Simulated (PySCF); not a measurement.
Molecule: C₂H₁₂GeO₂Si₂, SMILES [SiH3][Ge]([SiH3])([O]C)[O]C. Atoms near the plane z = 0.0 Å, at the GFN2-xTB optimised geometry (x, y, z in Å): Ge3 (0.1, 0.2, 0.0), Si4 (-1.8, 1.7, 0.0), Si5 (2.5, 0.2, 0.0), H11 (-1.6, 2.7, 1.1), H13 (-3.0, 1.0, 0.2), H14 (3.0, -1.2, -0.2), H16 (3.0, 1.1, -1.1).

Computed with PySCF with PBE0/def2-SVP. Cells within 0.4 Å of a nucleus heavier than hydrogen are left out (blank, or x). The values are rescaled to run from 0 to 1.

```
|000000000000000000000000000|
|000000000000000000000000000|
|000000000000000000000000000|
|000000011111000000000000000|
|000000122322100000000000000|
|000001234443210000000000000|
|000012345554321000000000000|
|000123456665432111111110000|
|000234557865443222333221000|
|00124566xx76554433444432100|
|001346777866665555555543100|
|001346766666777666666543200|
|0012456555668x97668x7543200|
|0001334444568xx7668x7543210|
|000012222345687666676653200|
|000000111345565555667653200|
|000000001234554444567653100|
|000000000123443323455542100|
|000000000022333222334331000|
|000000000012333211122210000|
|000000000002232100000000000|
|000000000001222100000000000|
|000000000000010000000000000|
|000000000000000000000000000|
|000000000000000000000000000|
|000000000000000000000000000|
|000000000000000000000000000|
```
Scale: ten equal steps from 0.000 (start of '0') to 1.00 (end of '9'), in the order '0123456789'; x runs from -5.50 to 5.50, y from -5.50 (bottom) to 5.50 (top).

Problem. Which quantity is mapped?
A) electron localisation function
B) deformation density (molecule minus spherical neutral atoms)
C) log10 of the electron density
D) Laplacian of the electron density

Solution. C, log10 of the electron density. In full: log10 of the electron density (e/bohr³), floored at −4.
